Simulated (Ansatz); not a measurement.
Geometry optimisation, Ansatz 0.2.0, UKS PBE0/def2-SVP.

Input:

```yaml
crystal:
  periodic: [false, false, false]
  atoms:
    - { symbol: Ge, position_ang: [-0.01683, -0.027781, 0.033676] }
    - { symbol: H, position_ang: [-0.29507, 0.375377, 1.496755] }
    - { symbol: O, position_ang: [1.705063, -0.215777, -0.206451] }
    - { symbol: H, position_ang: [1.92608, -0.646718, -1.043859] }
    - { symbol: F, position_ang: [-0.602591, 1.222565, -1.0102] }
    - { symbol: Cl, position_ang: [-1.056842, -1.807378, -0.531371] }
    - { symbol: Cl, position_ang: [0.15789, -0.292989, 3.937249] }
magnetization:
  spin_polarized: true
  initial_magnetization: 1
basis:
  gaussian: { orbitals: def2-SVP }
hamiltonian:
  xc: pbe0
relax:
  f_tol: 0.03
  max_steps: 50
```

Run as:

```bash
$ ansatz run input.yaml --threads 4 --pin off --max-ram 5120MiB --backend cpu --events-out ev --progress --plain --runs-dir out
```

Problem. Where does it end, and by what steps?

Solution. The forces met the threshold. The force dipped under the threshold on the way, but the program's further checks kept it going. After 40 steps the energy has fallen by 0.952 eV; F5 moved furthest, 1.50 Å. Parted: Ge1–H2 (1.54 → 2.84 Å). Joined: H2–Cl7 (2.57 → 1.30 Å).

| step | energy less start (eV) | largest force component (eV/Å) | accepted |
| --- | --- | --- | --- |
| 0 | 0.0000 | 0.285 | yes |
| 2 | -0.0333 | 0.371 | yes |
| 4 | -0.1291 | 0.827 | yes |
| 6 | -0.1813 | 2.469 | yes |
| 8 | -0.4476 | 0.864 | yes |
| 10 | -0.5595 | 0.482 | yes |
| 12 | -0.6101 | 0.305 | yes |
| 14 | -0.6584 | 0.195 | yes |
| 16 | -0.6877 | 1.412 | no |
| 18 | -0.7421 | 0.428 | yes |
| 20 | -0.7766 | 0.273 | yes |
| 22 | -0.8043 | 0.459 | yes |
| 24 | -0.8367 | 0.751 | yes |
| 26 | -0.9111 | 0.329 | yes |
| 28 | -0.9427 | 0.256 | yes |
| 30 | -0.9439 | 0.142 | no |
| 32 | -0.9480 | 0.013 | yes |
| 34 | -0.9490 | 0.193 | no |
| 36 | -0.9511 | 0.064 | yes |
| 38 | -0.9515 | 0.037 | yes |
| 40 | -0.9517 | 0.010 | yes |

```xyz
7
Properties=species:S:1:pos:R:3
Ge 0.114 -0.727 0.003
H -0.438 0.852 2.300
O 1.576 0.004 -0.671
H 2.203 -0.644 -1.017
F -0.818 0.712 0.386
Cl -1.024 -1.774 -1.529
Cl 0.205 0.184 3.204
```

Whether the end is a true minimum wasn't checked by a vibrational analysis.

Time of the run: 110 s on 4 threads of AMD EPYC 7B13 (Zen 3) (shared host), peak memory 0.48 GiB.
